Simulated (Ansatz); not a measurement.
Computed with Ansatz on PBE0-D4/def2-TZVP structures; ΔE is electronic, products minus reactants. CCSD(T)/CBS adds triple-zeta CCSD(T) − MP2 to the extrapolated MP2 energy (def2 sets, frozen cores). Functionals use def2-TZVPP. def2 core potentials past Kr. For Ge, In, Sn outer-core shells are correlated without core-valence functions, which leaves a few kJ/mol of doubt a bond. Scalar relativity is left out up to krypton.

`C#[C][In]([F])[Cl]` + `[GeH3][SnH3]` → `[F][In]([Cl])[GeH3]` + `C#[C][SnH3]`  (redistribution)

`C#[C][In]([F])[Cl]`:

```xyz
6

C     1.896   -0.678   -0.373
C     0.786   -0.273   -0.131
In   -1.105    0.409    0.259
F    -1.556    1.124    1.997
Cl   -2.899    0.454   -1.168
H     2.879   -1.035   -0.583
```

`[GeH3][SnH3]`:

Cartesian coordinates in Å:
```
Ge -0.553 1.140 -0.371
Sn 0.534 -1.101 0.358
H 0.314 2.327 0.079
H -1.948 1.289 0.257
H -0.698 1.194 -1.900
H 0.719 -1.149 2.054
H -0.441 -2.420 -0.118
H 2.073 -1.279 -0.360
```

`[F][In]([Cl])[GeH3]`:

Cartesian coordinates in Å:
```
F 1.623 -2.368 0.329
In -0.003 -1.296 0.275
Cl -1.807 -2.668 0.774
Ge 0.036 1.225 -0.270
H 0.715 1.952 0.897
H 0.839 1.433 -1.559
H -1.402 1.723 -0.445
```

`C#[C][SnH3]`:

```xyz
7

C     0.702    0.516    1.937
C     0.303    0.223    0.837
Sn   -0.385   -0.283   -1.061
H     1.055    0.776    2.909
H    -1.794   -1.218   -0.878
H    -0.718    1.158   -1.901
H     0.836   -1.172   -1.843
```

```json
{"level": "r2SCAN", "ΔE (kJ/mol)": "-22.7"}
{"level": "CCSD(T)/def2-TZVPP", "ΔE (kJ/mol)": "-18.4"}
```

(1) What does CCSD(T)/CBS give? (Estimate.)

Largest T1 diagnostic among the species: 0.015.

Answers

(1) Computed: -19.3 kJ/mol. The listed levels differ from it by -3.4, 0.9 kJ/mol.

From PBE to PBE0 (25 % exact exchange), in def2-TZVPP and without D4, ΔE moves by +3.2 kJ/mol. Leaving LDA and LC-ωPBE aside and taking each functional with its dispersion term where it has one, the values, not all of them listed here, spread over 8.6 kJ/mol, from BLYP-D4 to PBE-QIDH.
